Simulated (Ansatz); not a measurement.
Total energies of the cluster Li₂Al₃⁻ (the lowest singlet isomer of a short search) from Ansatz at PBE0-D4/def2-TZVPD, gas phase (1 Eh = 27.2114 eV = 2625.5 kJ/mol). The reference geometry is relaxed at PBE-D4/def2-TZVPD.

```csv
atom,x (Å),y (Å),z (Å)
Li1,1.501,-0.246,0.976
Li2,0.117,0.307,-1.820
Al3,-0.085,-2.077,-0.246
Al4,-0.047,2.013,0.866
Al5,-1.486,0.003,0.224
```

| state | geometry | energy (Eh) |
| --- | --- | --- |
| charge -1 singlet | reference | -741.98564 |
| charge 0 doublet | reference | -741.93803 |
| charge -1 triplet | relaxed at PBE-D4/def2-TZVPD | -741.99424 |
| charge -1 quintet | relaxed at PBE-D4/def2-TZVPD | -741.97631 |

Task: Work out the vertical ionisation energy to the doublet.

Result: E(charge 0 doublet) − E(charge -1 singlet) = -741.93803 − (-741.98564) = 0.04761 Eh = 1.30 eV. For comparison, −ε of the highest occupied level is 0.11 eV at this level, 1.19 eV less.

Task: Which of the charge -1 states is lowest, and how far above it are the others?

Result: The triplet. singlet: -741.98564 − (-741.99424) = 0.00860 Eh = 22.6 kJ/mol; quintet: -741.97631 − (-741.99424) = 0.01793 Eh = 47.1 kJ/mol. The triplet differs in its bonds from the reference. The quintet differs in its bonds from the reference.

At PBE0-D4/def2-TZVPD the charge -1 triplet is spin-contaminated (final ⟨S²⟩ up to 2.14, 2.00 for a pure state). At PBE0-D4/def2-TZVPD the highest occupied level of the charge -1 quintet lies above zero (up to 0.10 eV). It is a level of α spin, whose loss leaves a quartet; that state wasn't run at this geometry and level. The electron is either unbound and held by the finite basis, or the level is raised by self-interaction error. 

The structure comes from a short search, and lower isomers may exist.
